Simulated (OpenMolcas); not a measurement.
Sm3+ with 8 ligands (chloride) in square antiprismatic coordination (D4d) at 2.84 Å, a polar angle of 55.0° against the regular 57.3°. A charge of +0.625 e stands 2.4 Å behind each ligand. Ligand basis ANO-RCC-VDZP.

```json
{
  "Program": "OpenMolcas 26.06",
  "Method": "CASSCF",
  "Basis": "ANO-RCC-VDZP [7s6p4d2f1g]",
  "Scalar Hamiltonian": "DKH2, point nucleus",
  "Active space": "5 electrons in 7 orbitals (4f)",
  "State averaging": "2S+1 = 6 odd, 21 roots; 2S+1 = 4 odd, 128 roots kept (CI in the orbitals of an earlier block, 108 in the spin-orbit step); 2S+1 = 2 odd, 130 roots kept (CI in the orbitals of an earlier block, 41 in the spin-orbit step)",
  "Spin-orbit coupling": "state interaction with AMFI integrals over the reference wave functions"
}
```

Problem. What is the spin-free ground state?

Solution. A state of multiplicity 6, 2-fold in its orbital part, 100 % from free-ion H terms; it has the highest spin that f5 allows.

Problem. Where is the first state of the same spin?

Solution. A 2-fold state lies at 123 cm-1 above the ground state.

Problem. What are the lowest two levels with spin-orbit coupling?

Solution. A 2-fold level with g = 0.00, 0.00, 1.21, then a 2-fold level 52.6 cm-1 above it. Their leading multiplicities are 6 (97 %) and 6 (97 %).

Problem. What is χT at 300 K, and how does it compare with the textbook value?

Solution. Hund's rules give f5 the level 6H5/2 with g = 0.286, so an isolated free-ion multiplet has χT = g² J(J+1) / 8 = 0.089 cm3 K/mol. The computed 0.306 at 300 K differs by +243 %, through the field's splitting, the mixing of terms and any other multiplet in reach.

High states are left out of the spin-orbit mixing, which shifts the levels that they would mix with. Without dynamic correlation the ligand-field splitting of an f shell can come out too small, at times by half. A group larger than the point group allows holds several states that coincide in this model. The first state left out of the spin-orbit step lies near 38000 cm-1 above the lowest spin-free state of the reference (among the parities and spins computed), and the lists stop at four fifths of that energy or lower. No measured value stands beside these numbers; the geometry was imposed, not optimised, and the real ion may take another.
